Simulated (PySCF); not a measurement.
## Worked example: chemical shift, span and skew from a shielding tensor

1,2-difluorocyclopenta-1,3-diene (C5H4F2), SMILES FC1=C(F)CC=C1. Atoms are numbered in the order given.

```xyz
11

F      1.4429    -1.4835     0.0000
C      0.6760    -0.3959     0.0000
C     -0.6729    -0.3461     0.0000
F     -1.5276    -1.3659     0.0000
C     -1.1190     1.0825     0.0000
C      0.1852     1.8416     0.0000
C      1.2144     0.9662     0.0000
H     -1.7367     1.3177     0.8862
H     -1.7367     1.3177    -0.8862
H      0.2519     2.9290     0.0000
H      2.2815     1.1906     0.0000
```

Coordinates come from a B3LYP-D3(BJ)/def2-SVP optimisation. The values are those of a single conformer.

GIAO shieldings from PBE/pcSseg-1 (PySCF), non-relativistic, no solvent. The symmetric part of the tensor of C5 has the principal values 131.0, 139.1, 151.1 ppm. The same nucleus in TMS has σ = 182.0 ppm at this level (PySCF, at its B3LYP-D3(BJ)/def2-TZVP geometry).

Problem. Work out the isotropic shielding, the ¹³C shift against TMS, the span and the skew.

Solution. 
σ(iso) = (σ11 + σ22 + σ33)/3 = 140.4 ppm. δ = σ(ref) − σ(iso) = 182.0 − (140.4) = 41.6 ppm.
Span Ω = σ33 − σ11 = 20.1 ppm. Skew κ = 3(σ(iso) − σ22)/Ω = 0.19. Tumbling in solution averages the tensor to δ; in a static solid the shielding alone would spread this spin-1/2 line over Ω.
